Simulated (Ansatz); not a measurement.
Reaction (redistribution): `F[CH]1[CH2][Al]1[SiH3]` + `CC[SiH](O)F` → `[OH][Al]1[CH2][CH]1F` + `CC[SiH](F)[SiH3]`

Isolated molecules relaxed with PBE0-D4/def2-TZVP in Ansatz; ΔE leaves out vibrations. CCSD(T)/CBS adds triple-zeta CCSD(T) − MP2 to the extrapolated MP2 energy (def2 sets, frozen cores). Functionals use def2-TZVPP. Each species was taken in one conformer, which may not be the lowest.

```tsv
level	ΔE (kJ/mol)	difference from CCSD(T)/CBS
PBE-D4	10.1	-0.5
B2PLYP	10.1	-0.5
PBE	11.7	1.1
r2SCAN	12.9	2.3
PBE0	14.8	4.2
HF/def2-TZVPP	18.4	7.8
CCSD(T)/def2-TZVPP	12.3	1.7
HF/def2-QZVPP	18.6	8.0
SCS-MP2/def2-QZVPP	8.4	-2.2
HF/CBS(def2)	18.7	8.1
CCSD(T)/CBS	10.6	0
```

Largest T1 diagnostic among the species: 0.014.

From PBE to PBE0 (25 % exact exchange), in def2-TZVPP and without D4, ΔE moves by +3.2 kJ/mol. In def2-TZVPP, CCSD(T) changes the Hartree–Fock value by −6.1 kJ/mol (the triples alone add −0.3 kJ/mol) and MP2 by −9.2 kJ/mol.
